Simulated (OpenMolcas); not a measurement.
**Computed transition rates of Hf**

```json
{"Program": "OpenMolcas", "Method": "CASSCF", "Basis": "ANO-RCC-VQZP [9s8p6d4f3g2h]", "Scalar Hamiltonian": "DKH2, point nucleus", "Active space": "4 electrons in 6 orbitals (5d 6s)", "State averaging": "2S+1 = 3 even, 55 roots; 2S+1 = 5 even, 10 roots kept (CI in the orbitals of an earlier block); 2S+1 = 1 even, 50 roots kept (CI in the orbitals of an earlier block)", "Spin-orbit coupling": "state interaction with AMFI integrals over the reference wave functions, term energies averaged over their components"}
```

Rates come from the transition moments of the reference wave functions (E1 and E2 in the length form). At fixed line strength A goes as λ^-3 for E1 and M1 and as λ^-5 for E2, so a rate at the computed wavelength can be rescaled to the measured one. Measured vacuum wavelengths follow from level energies in NIST Handbook of Basic Atomic Spectroscopic Data. Branching counts decays inside the model space alone, at computed energies, and the table is only a selection of the E2 and M1 lines, drawn from those between levels with measured partners whose computed energy lies within a factor of 1.5 of the measured one.

| Upper | Lower | Type | λ computed (nm) | λ measured (nm) | A computed (s-1) | A rescaled (s-1) | Branching % |
| --- | --- | --- | --- | --- | --- | --- | --- |
| 5d² 6s² ³P₁ | 5d² 6s² ³P₀ | M1 | 12210 | 9517 | 9.72e-03 | 2.05e-02 | 43.9 |
| 5d² 6s² ³F₄ | 5d² 6s² ³F₃ | M1 | 4790 | 4523 | 1.81e-01 | 2.15e-01 | 100.0 |
| 5d² 6s² ³F₃ | 5d² 6s² ³F₂ | M1 | 4642 | 4243 | 2.40e-01 | 3.14e-01 | 100.0 |
| 5d² 6s² ³P₀ | 5d² 6s² ³F₂ | E2 | 2589 | 1811 | 5.94e-04 | 3.55e-03 | 100.0 |
| 5d² 6s² ³P₁ | 5d² 6s² ³F₂ | M1 | 2136 | 1521 | 1.21e-02 |  | 54.9 |

Spin-changing lines and M1 lines between different terms are not rescaled, since their strength hangs on the term gaps too.

The largest correction is for 5d² 6s² ³P₀ → 5d² 6s² ³F₂ (E2): 5.94e-04 × (2589 / 1811)^5 = 3.55e-03 s-1, a factor of 5.97.

The computed order of these levels differs from the measured one in 1 place, and where term gaps are wrong the rates of spin-changing lines can be off by large factors.

No measured rate stands beside these. Rescaling mends the energy factor alone: line strengths can still be far off where a level mixes with configurations outside the active space, and weak or spin-changing lines hang on small mixing coefficients that depend on the term gaps too, so rescaling need not improve them.

Without dynamic correlation excited terms often stand tens of per cent too high (terms of higher spin than the ground term too low), and those without a measured partner can miss by more than the paired ones. Measured partners are found by configuration, term and J. A level has none where our copy of the source lacks it or the pairing is in doubt (some pairs that miss far off the trend of their configuration count as doubtful). Only configurations of the active space appear.
